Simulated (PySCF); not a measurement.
# V⁺: excitation energy

V⁺ [Ar] 3d4 (5D) → V⁺ [Ar] 3d3 4p1 (high-spin determinant), as a difference of total energies. Calculation: PySCF 2.14, in aug-cc-pVTZ-DK; the spin-free X2C one-electron Hamiltonian (Gaussian nucleus). Correlated levels: valence: [Ar] frozen. The calculations carry no spin-orbit coupling.

```tsv
method	excitation energy (cm⁻¹)
UHF	27938
MP2 (valence)	32486
SCS-MP2 (valence)	29454
CCSD (valence)	32459
CCSD(T) (valence)	32497
```

The determinant of the upper state mixes LS terms, which raises its energy above the lowest term, most at the Hartree-Fock and MP2 levels.
